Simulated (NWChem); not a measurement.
Program: NWChem. System: H3AlCl3N, charge 0, spin multiplicity 1, displaced from the optimised geometry. The structure started from a generated list of species. Level: BLYP/def2-SVP.

The NWChem input:

```
start mol
memory heap 200 mb stack 900 mb global 1100 mb
geometry units angstroms nocenter noautoz
  Al    -0.016214     0.012913     0.000000
  Cl    -0.987246    -0.571888     1.840299
  Cl    -0.987246    -0.571888    -1.840299
  Cl     0.999107     1.920978     0.000000
  N      1.590374    -1.267232     0.000000
  H      2.189395    -1.123181    -0.841671
  H      1.280920    -2.263335     0.000000
  H      2.189395    -1.123181     0.841671
  symmetry group Cs
end
basis spherical
  * library def2-svp
end
dft
  xc becke88 lyp
  semidirect memsize 60000000 filesize 0
  iterations 100
  vectors input hcore
end
task dft gradient
```

Output (cleaned and shortened):

```
             Northwest Computational Chemistry Package (NWChem) 7.3.0
             --------------------------------------------------------

                                NWChem Input Module
                                -------------------

 Scaling coordinates for geometry "geometry" by  1.889725989
 (inverse scale =  0.529177249)

 Turning off AUTOSYM since
 SYMMETRY directive was detected!

                             Geometry "geometry" -> ""
                             -------------------------

 Output coordinates in angstroms (scale by  1.889725989 to convert to a.u.)

  No.       Tag          Charge          X              Y              Z
 ---- ---------------- ---------- -------------- -------------- --------------
    1 Al                  13.0000    -0.01621400     0.01291300     0.00000000
    2 Cl                  17.0000    -0.98724600    -0.57188800     1.84029900
    3 Cl                  17.0000    -0.98724600    -0.57188800    -1.84029900
    4 Cl                  17.0000     0.99910700     1.92097800     0.00000000
    5 N                    7.0000     1.59037400    -1.26723200     0.00000000
    6 H                    1.0000     2.18939500    -1.12318100    -0.84167100
    7 H                    1.0000     1.28092000    -2.26333500     0.00000000
    8 H                    1.0000     2.18939500    -1.12318100     0.84167100

 Effective nuclear repulsion energy (a.u.)     410.5812998197

            Nuclear Dipole moment (a.u.)
            ----------------------------
        X                 Y               Z
 ---------------- ---------------- ----------------
     0.0000018897    -0.0000340151     0.0000000000

      Symmetry information
      --------------------

 Group name             Cs
 Group number              2
 Group order               2
 No. of unique centers     6

      Symmetry unique atoms

     1    2    4    5    6    7


 Summary of "ao basis" -> "" (spherical)
 ------------------------------------------------------------------------------
       Tag                 Description            Shells   Functions and Types
 ---------------- ------------------------------  ------  ---------------------
 *                          def2-svp                  on all atoms

                                 NWChem DFT Module
                                 -----------------

 Summary of "ao basis" -> "ao basis" (spherical)
 ------------------------------------------------------------------------------
       Tag                 Description            Shells   Functions and Types
 ---------------- ------------------------------  ------  ---------------------
 Al                         def2-svp                 8       18   4s3p1d
 Cl                         def2-svp                 8       18   4s3p1d
 N                          def2-svp                 6       14   3s2p1d
 H                          def2-svp                 3        5   2s1p

 Summary of "ao basis" -> "ao basis" (spherical)
 ------------------------------------------------------------------------------
       Tag                 Description            Shells   Functions and Types
 ---------------- ------------------------------  ------  ---------------------
 Al                         def2-svp                 8       18   4s3p1d
 Cl                         def2-svp                 8       18   4s3p1d
 N                          def2-svp                 6       14   3s2p1d
 H                          def2-svp                 3        5   2s1p

      Symmetry analysis of basis
      --------------------------

        a'         63
        a"         38

            General Information
            -------------------
          SCF calculation type: DFT
          Wavefunction type:  closed shell.
          No. of atoms     :     8
          No. of electrons :    74
           Alpha electrons :    37
            Beta electrons :    37
          Charge           :     0
          Spin multiplicity:     1
          Use of symmetry is: on ; symmetry adaption is: on
          Maximum number of iterations: 100
          AO basis - number of functions:   101
                     number of shells:    47
          Convergence on energy requested:  1.00D-06
          Convergence on density requested:  1.00D-05
          Convergence on gradient requested:  5.00D-04

              XC Information
              --------------
                    Becke 1988 Exchange Functional  1.000
              Lee-Yang-Parr Correlation Functional  1.000

             Grid Information
             ----------------
          Grid used for XC integration:  medium
          Radial quadrature: Mura-Knowles
          Angular quadrature: Lebedev.
          Tag              B.-S. Rad. Rad. Pts. Rad. Cut. Ang. Pts.
          ---              ---------- --------- --------- ---------
          Al                  1.25       88           8.0       590
          Cl                  1.00       88          11.0       590
          N                   0.65       49           8.0       434
          H                   0.35       45          10.0       434
          Grid pruning is: on
          Number of quadrature shells:   403
          Spatial weights used:  Erf1

          Convergence Information
          -----------------------
          Convergence aids based upon iterative change in
          total energy or number of iterations.
          Levelshifting, if invoked, occurs when the
          HOMO/LUMO gap drops below (HL_TOL):  1.00D-02
          DIIS, if invoked, will attempt to extrapolate
          using up to (NFOCK): 10 stored Fock matrices.
[...]
 d= 0,ls=0.5,diis    21  -1679.2530113924 -6.15D-06  4.35D-05  5.24D-06     5.2
 d= 0,ls=0.5,diis    22  -1679.2530138032 -2.41D-06  2.74D-05  2.04D-06     5.4
 d= 0,ls=0.5,diis    23  -1679.2530147545 -9.51D-07  1.73D-05  8.13D-07     5.7
 d= 0,ls=0.5,diis    24  -1679.2530151350 -3.80D-07  1.09D-05  3.23D-07     5.9
 d= 0,ls=0.5,diis    25  -1679.2530152869 -1.52D-07  6.95D-06  1.32D-07     6.1

         Total DFT energy =    -1679.253015348424
      One electron energy =    -3139.485678559506
           Coulomb energy =     1161.116969089953
    Exchange-Corr. energy =     -111.465605698585
 Nuclear repulsion energy =      410.581299819714

 Numeric. integr. density =       73.999996580226

     Total iterative time =      6.3s

                  Occupations of the irreducible representations
                  ----------------------------------------------

                     irrep           alpha         beta
                     --------     --------     --------
                     a'               24.0         24.0
                     a"               13.0         13.0

                       DFT Final Molecular Orbital Analysis
                       ------------------------------------

 Vector   35  Occ=2.000000D+00  E=-2.525640D-01  Symmetry=a"
              MO Center= -8.4D-01, -4.6D-01,  7.5D-14, r^2= 4.7D+00
   Bfn.  Coefficient  Atom+Function         Bfn.  Coefficient  Atom+Function
  ----- ------------  ---------------      ----- ------------  ---------------
    29      0.319433  2 Cl px                47     -0.319433  3 Cl px
    30     -0.275092  2 Cl py                48      0.275092  3 Cl py
    26      0.232847  2 Cl px                44     -0.232847  3 Cl px
    27     -0.196100  2 Cl py                45      0.196100  3 Cl py
    31      0.157796  2 Cl pz                49      0.157796  3 Cl pz

 Vector   36  Occ=2.000000D+00  E=-2.525630D-01  Symmetry=a'
              MO Center=  2.6D-01,  9.2D-01, -4.2D-14, r^2= 4.7D+00
   Bfn.  Coefficient  Atom+Function         Bfn.  Coefficient  Atom+Function
  ----- ------------  ---------------      ----- ------------  ---------------
    65      0.484560  4 Cl px                62      0.351750  4 Cl px
    30      0.260416  2 Cl py                48      0.260416  3 Cl py
    59      0.206530  4 Cl px                27      0.194808  2 Cl py
    45      0.194808  3 Cl py                66     -0.172477  4 Cl py
    63     -0.122455  4 Cl py                24      0.113809  2 Cl py

 Vector   37  Occ=2.000000D+00  E=-2.402900D-01  Symmetry=a"
              MO Center= -3.2D-01,  2.6D-01,  4.6D-14, r^2= 5.6D+00
   Bfn.  Coefficient  Atom+Function         Bfn.  Coefficient  Atom+Function
  ----- ------------  ---------------      ----- ------------  ---------------
    67      0.384564  4 Cl pz                64      0.282514  4 Cl pz
    30     -0.260448  2 Cl py                48      0.260448  3 Cl py
    29     -0.207525  2 Cl px                47      0.207525  3 Cl px
    27     -0.191334  2 Cl py                31     -0.192256  2 Cl pz
    45      0.191334  3 Cl py                49     -0.192256  3 Cl pz

 Vector   38  Occ=0.000000D+00  E=-4.267852D-02  Symmetry=a'
              MO Center=  1.7D+00, -1.3D+00, -3.1D-15, r^2= 4.6D+00
   Bfn.  Coefficient  Atom+Function         Bfn.  Coefficient  Atom+Function
  ----- ------------  ---------------      ----- ------------  ---------------
    75      1.256014  5 N  s                 88     -0.609863  6 H  s
    93     -0.609866  7 H  s                 98     -0.609863  8 H  s
     4     -0.436023  1 Al s                 74      0.302784  5 N  s
    73      0.146360  5 N  s                 79      0.141274  5 N  px
    66     -0.138887  4 Cl py                87     -0.113435  6 H  s

 Vector   39  Occ=0.000000D+00  E= 4.408982D-03  Symmetry=a'
              MO Center= -4.7D-01,  3.7D-01, -4.0D-13, r^2= 4.2D+00
   Bfn.  Coefficient  Atom+Function         Bfn.  Coefficient  Atom+Function
  ----- ------------  ---------------      ----- ------------  ---------------
     3      0.702737  1 Al s                  4      0.558036  1 Al s
    11     -0.373344  1 Al px                75      0.323164  5 N  s
     2      0.314541  1 Al s                 31      0.300298  2 Cl pz
    49     -0.300298  3 Cl pz                12      0.297470  1 Al py
    65      0.292682  4 Cl px                22     -0.221950  2 Cl s

 Vector   40  Occ=0.000000D+00  E= 3.194158D-02  Symmetry=a"
              MO Center=  2.2D+00, -1.1D+00,  1.8D-13, r^2= 3.2D+00
   Bfn.  Coefficient  Atom+Function         Bfn.  Coefficient  Atom+Function
  ----- ------------  ---------------      ----- ------------  ---------------
    88      1.208069  6 H  s                 98     -1.208069  8 H  s
    81      0.750777  5 N  pz                78     -0.418721  5 N  pz
    87      0.196525  6 H  s                 97     -0.196525  8 H  s
    13     -0.065283  1 Al pz                67      0.044301  4 Cl pz
    64      0.038485  4 Cl pz                10      0.033794  1 Al pz

 center of mass
 --------------
 x =  -0.08339173 y =   0.06644671 z =   0.00000000

 moments of inertia (a.u.)
 ------------------
        1500.608310039408        -252.568291543617           0.000000000000
        -252.568291543617        1384.886970499275           0.000000000000
           0.000000000000           0.000000000000        1183.626419349532

     Multipole analysis of the density
     ---------------------------------

     L   x y z        total         alpha         beta         nuclear
     -   - - -        -----         -----         ----         -------
     0   0 0 0     -0.000000    -37.000000    -37.000000     74.000000

     1   1 0 0      1.985315      0.992657      0.992657      0.000002
     1   0 1 0     -1.581918     -0.790942     -0.790942     -0.000034
     1   0 0 1      0.000000      0.000000      0.000000      0.000000

     2   2 0 0    -37.084529   -159.677888   -159.677888    282.271247
     2   1 1 0     -7.132236    -56.946401    -56.946401    106.760567
     2   1 0 1      0.000000      0.000000      0.000000      0.000000
     2   0 2 0    -40.352531   -185.769415   -185.769415    331.186300
     2   0 1 1      0.000000      0.000000      0.000000      0.000000
     2   0 0 2    -46.035686   -231.147745   -231.147745    416.259805

            General Information
            -------------------
          SCF calculation type: DFT
          Wavefunction type:  closed shell.
          No. of atoms     :     8
          No. of electrons :    74
           Alpha electrons :    37
            Beta electrons :    37
          Charge           :     0
          Spin multiplicity:     1
          Use of symmetry is: on ; symmetry adaption is: on
          Maximum number of iterations: 100
          AO basis - number of functions:   101
                     number of shells:    47
          Convergence on energy requested:  1.00D-06
          Convergence on density requested:  1.00D-05
          Convergence on gradient requested:  5.00D-04

              XC Information
              --------------
                    Becke 1988 Exchange Functional  1.000
              Lee-Yang-Parr Correlation Functional  1.000

             Grid Information
             ----------------
          Grid used for XC integration:  medium
          Radial quadrature: Mura-Knowles
          Angular quadrature: Lebedev.
          Tag              B.-S. Rad. Rad. Pts. Rad. Cut. Ang. Pts.
          ---              ---------- --------- --------- ---------
          Al                  1.25       88           8.0       590
          Cl                  1.00       88          11.0       590
          N                   0.65       49           8.0       434
          H                   0.35       45          10.0       434
          Grid pruning is: on
          Number of quadrature shells:   403
          Spatial weights used:  Erf1

          Convergence Information
          -----------------------
          Convergence aids based upon iterative change in
          total energy or number of iterations.
          Levelshifting, if invoked, occurs when the
          HOMO/LUMO gap drops below (HL_TOL):  1.00D-02
          DIIS, if invoked, will attempt to extrapolate
          using up to (NFOCK): 10 stored Fock matrices.

                    Damping( 0%)  Levelshifting(0.5)       DIIS
                  --------------- ------------------- ---------------
          dE  on:    start            ASAP                start
          dE off:    2 iters        100 iters           100 iters

      Screening Tolerance Information
      -------------------------------
          Density screening/tol_rho:  1.00D-10
          AO Gaussian exp screening on grid/accAOfunc:  14
          CD Gaussian exp screening on grid/accCDfunc:  20
          XC Gaussian exp screening on grid/accXCfunc:  20
          Schwarz screening/accCoul:  1.00D-08

                            NWChem DFT Gradient Module
                            --------------------------

  charge          =   0.00
  wavefunction    = closed shell

  Using symmetry

                         DFT ENERGY GRADIENTS

    atom               coordinates                        gradient
                 x          y          z           x          y          z
   1 Al     -0.030640   0.024402   0.000000    0.001507  -0.001198   0.000000
   2 Cl     -1.865624  -1.080712   3.477661   -0.002567  -0.001353   0.004603
   3 Cl     -1.865624  -1.080712  -3.477661   -0.002567  -0.001353  -0.004603
   4 Cl      1.888038   3.630122   0.000000    0.002406   0.004881   0.000000
   5 N       3.005371  -2.394721   0.000000   -0.003726   0.002966   0.000000
   6 H       4.137357  -2.122504  -1.590528    0.004073   0.001728  -0.006740
   7 H       2.420588  -4.277083   0.000000   -0.003200  -0.007400   0.000000
   8 H       4.137357  -2.122504   1.590528    0.004073   0.001728   0.006740

                 ----------------------------------------
                 |  Time  |  1-e(secs)   |  2-e(secs)   |
                 ----------------------------------------
                 |  CPU   |       0.00   |       1.38   |
                 ----------------------------------------
                 |  WALL  |       0.00   |       1.38   |
                 ----------------------------------------

 Task  times  cpu:        8.0s     wall:        8.0s

 Total times  cpu:        8.1s     wall:        8.1s
```
